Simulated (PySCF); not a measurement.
Isomers of C6H13ClSi, mass 148.048 u with the commonest isotopes. Computed with PBE0/pcSseg-1 in PySCF (dipole) on a GFN2-xTB geometry, gas phase. One conformer each, none proved a minimum here; rigid rotors.

Question: Order these by rotational constant A, largest first.
A. `[CH2:1]=[CH:2][SiH2:3][C@@:4]([CH3:5])([Cl:6])[CH2:7][CH3:8]` with C1–C2–Si3–C4 -119°, C2–Si3–C4–C5 -176°, Si3–C4–C7–C8 -178°
B. `[CH3:1][CH2:2][CH2:3]/[C:4]([Cl:5])=[C:6](/[CH3:7])[SiH3:8]` with C1–C2–C3–C4 180°, C2–C3–C4–Cl5 -78°
C. `[CH2:1]=[C:2]([CH3:3])[Si@@H:4]([Cl:5])[CH2:6][CH2:7][CH3:8]` with C1–C2–Si4–Cl5 123°, C2–Si4–C6–C7 56°, Si4–C6–C7–C8 -178°
D. `[CH3:1][CH2:2][CH2:3][CH2:4]/[CH:5]=[CH:6]/[SiH2:7][Cl:8]` with C1–C2–C3–C4 178°, C2–C3–C4–C5 180°, C3–C4–C5–C6 120°, C5–C6–Si7–Cl8 -139°
E. `[CH3:1][C@@H:2]1[CH2:3][SiH2:4][C@H:5]1[CH2:6][CH2:7][Cl:8]` with Si4–C5–C6–C7 175°, C5–C6–C7–Cl8 178°, C1–C2–C3–Si4 -131°, C2–C3–Si4–C5 7°, C3–Si4–C5–C6 -127°, C1–C2–C5–Si4 130°

Answer: D (6353 MHz), E (2531 MHz), A (1852 MHz), C (1497 MHz), B (1409 MHz).

Question: Order these by out-of-plane moment Σ m c² = (Ia + Ib − Ic)/2, largest first.
A. `[CH3:1]/[CH:2]=[C:3](\[Cl:4])[C:5]([CH3:6])([CH3:7])[SiH3:8]` with C2–C3–C5–C6 109°
B. `[CH3:1][CH2:2][CH2:3]/[C:4]([Cl:5])=[C:6](/[CH3:7])[SiH3:8]` with C1–C2–C3–C4 180°, C2–C3–C4–Cl5 -78°
C. `[CH2:1]=[CH:2][SiH2:3][C@@:4]([CH3:5])([Cl:6])[CH2:7][CH3:8]` with C1–C2–Si3–C4 -119°, C2–Si3–C4–C5 -176°, Si3–C4–C7–C8 -178°
D. `[CH3:1][CH2:2][CH2:3][CH2:4]/[CH:5]=[CH:6]/[SiH2:7][Cl:8]` with C1–C2–C3–C4 178°, C2–C3–C4–C5 180°, C3–C4–C5–C6 120°, C5–C6–Si7–Cl8 -139°
E. `[CH2:1]=[C:2]([CH3:3])[Si@@H:4]([Cl:5])[CH2:6][CH2:7][CH3:8]` with C1–C2–Si4–Cl5 123°, C2–Si4–C6–C7 56°, Si4–C6–C7–C8 -178°
F. `[CH3:1][C@@H:2]1[CH2:3][SiH2:4][C@H:5]1[CH2:6][CH2:7][Cl:8]` with Si4–C5–C6–C7 175°, C5–C6–C7–Cl8 178°, C1–C2–C3–Si4 -131°, C2–C3–Si4–C5 7°, C3–Si4–C5–C6 -127°, C1–C2–C5–Si4 130°

Answer: C (121.44 u·Å²), A (82.44 u·Å²), E (71.68 u·Å²), F (27.42 u·Å²), B (25.49 u·Å²), D (22.88 u·Å²).

Question: Order these by radius of gyration √(Σ m r²/M), smallest first.
A. `[CH2:1]=[CH:2][SiH2:3][C@@:4]([CH3:5])([Cl:6])[CH2:7][CH3:8]` with C1–C2–Si3–C4 -119°, C2–Si3–C4–C5 -176°, Si3–C4–C7–C8 -178°
B. `[CH3:1][CH2:2][CH2:3][CH2:4]/[CH:5]=[CH:6]/[SiH2:7][Cl:8]` with C1–C2–C3–C4 178°, C2–C3–C4–C5 180°, C3–C4–C5–C6 120°, C5–C6–Si7–Cl8 -139°
C. `[CH3:1][C@@H:2]1[CH2:3][SiH2:4][C@H:5]1[CH2:6][CH2:7][Cl:8]` with Si4–C5–C6–C7 175°, C5–C6–C7–Cl8 178°, C1–C2–C3–Si4 -131°, C2–C3–Si4–C5 7°, C3–Si4–C5–C6 -127°, C1–C2–C5–Si4 130°
D. `[CH3:1][CH2:2][CH2:3]/[C:4]([Cl:5])=[C:6](/[CH3:7])[SiH3:8]` with C1–C2–C3–C4 180°, C2–C3–C4–Cl5 -78°
E. `[CH3:1]/[CH:2]=[C:3](\[Cl:4])[C:5]([CH3:6])([CH3:7])[SiH3:8]` with C2–C3–C5–C6 109°

Answer: E (2.109 Å), A (2.182 Å), D (2.343 Å), C (2.545 Å), B (3.272 Å).

```csv
SMILES,point group,Ia (u·Å²),Ib (u·Å²),Ic (u·Å²),κ,μa (D),μb (D),μc (D)
CCC/C(Cl)=C(/C)[SiH3],C1,358.78,479.77,787.58,0.07,0.01,1.17,0.11
C=C(C)[Si@@H](Cl)CCC,C1,337.67,552.07,746.38,-0.42,1.60,1.33,0.04
CCCC/C=C/[SiH2]Cl,C1,79.55,1528.40,1562.19,-1.00,2.69,0.54,0.31
C=C[SiH2][C@@](C)(Cl)CC,C1,272.85,553.24,583.21,-0.90,0.41,1.41,1.27
C[C@@H]1C[SiH2][C@H]1CCCl,C1,199.69,786.54,931.40,-0.90,2.34,0.70,0.44
C/C=C(\Cl)C(C)(C)[SiH3],C1,274.92,465.83,575.87,-0.57,0.21,1.74,0.04
```
